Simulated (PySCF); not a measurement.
Structure problem from calculated spectra and properties.

Formula: C8H14O2.

| Item | Value |
| --- | --- |
| NMR, other nuclei | isotropic shieldings of nuclei other than C and H, by class: -111 (1 O), 96 (1 O) ppm [GIAO PBE0/pcSseg-1] |
| Rotational structure | rotational constants A, B, C: 3.105, 0.728, 0.655 GHz [GFN2-xTB] |
| 13C NMR | chemical shifts (computed TMS as zero) by class: 175.7 (1 C), 76.1 (1 C), 35.4 (2 C), 29.5 (1 C), 28.4 (2 C), 23.9 (1 C) ppm [GIAO PBE0/pcSseg-1] |
| 1H NMR | chemical shifts (computed TMS as zero) by class: 4.63 (1 H), 2.13 (2 H), 2.05 (3 H), 1.81 (2 H), 1.67 (1 H), 1.29 (2 H), 1.22 (2 H), 1.05 (1 H) ppm [GIAO PBE0/pcSseg-1] |
| Dipole | 2.04 D [PBE0/pcSseg-1] |

The electronic properties come from PySCF, for the isolated species, density fitting. Levels stand in brackets. Isolated species at its GFN2-xTB geometry (one conformer only). GFN2-xTB frequencies show an imaginary mode (53i cm⁻¹), so this geometry is no minimum at that level. NMR values are class means; diastereotopic atoms form classes of their own.

**Question.** What is the compound? Reason from the data.

**Answer.** Numbering: `[CH3:1][C:2](=[O:3])[O:4][CH:5]1[CH2:6][CH2:7][CH2:8][CH2:9][CH2:10]1`. Its formula, C8H14O2, gives 2 degrees of unsaturation: 1 ring and 1 π bond in the structure found. 8 carbons fall into 6 classes; from least to most shielded: ester carbonyl carbon [C2] (175.7 ppm), ring sp3 carbon bound to oxygen [C5] (76.1 ppm), ring CH2 carbon [C6/C10] (35.4 ppm, 2 C), ring CH2 carbon [C8] (29.5 ppm), ring CH2 carbon [C7/C9] (28.4 ppm, 2 C), methyl carbon next to a carbonyl [C1] (23.9 ppm). Hydrogen classes from least to most shielded: 1 H on an sp3 carbon bound to oxygen, C5 (4.63 ppm), 2 H on 2 ring CH2 carbons, C6/C10 (2.13 ppm), 3 H on a methyl carbon next to a carbonyl, C1 (2.05 ppm), 2 H on 2 ring CH2 carbons, C7/C9 (1.81 ppm), 1 H on a ring CH2 carbon, C8 (1.67 ppm), 2 H on 2 ring CH2 carbons, C7/C9 (1.29 ppm), 2 H on 2 ring CH2 carbons, C6/C10 (1.22 ppm), 1 H on a ring CH2 carbon, C8 (1.05 ppm). The other shieldings belong to: -111 ppm, ester carbonyl oxygen [O3]; 96 ppm, ester single-bonded oxygen [O4]. The optimised geometry has point group C1 and is an asymmetric top. Structure: `CC(=O)OC1CCCCC1`. Computed isomers that give other values at the same levels: `COC[C@@H]1CCCCC1=O` (13C chemical shifts (computed TMS as zero) by class: 216.3 (1 C), 77.3 (1 C), 61.6 (1 C), 54.6 (1 C), 46.2 (1 C), 37.2 (1 C), 33.2 (1 C), 29.5 (1 C) ppm); `CCC1=C[C@@](CO)(OC)C1` (13C chemical shifts (computed TMS as zero) by class: 161.0 (1 C), 142.1 (1 C), 81.0 (1 C), 67.2 (1 C), 53.6 (1 C), 36.5 (1 C), 29.1 (1 C), 15.3 (1 C) ppm); `CC/C(C)=C(/C)OC(C)=O` (13C chemical shifts (computed TMS as zero) by class: 176.4 (1 C), 148.9 (1 C), 133.6 (1 C), 31.3 (1 C), 23.1 (1 C), 18.8 (1 C), 18.8 (1 C), 13.3 (1 C) ppm). The assignments are read from this structure; whether some other isomer fits the data as well wasn't checked.
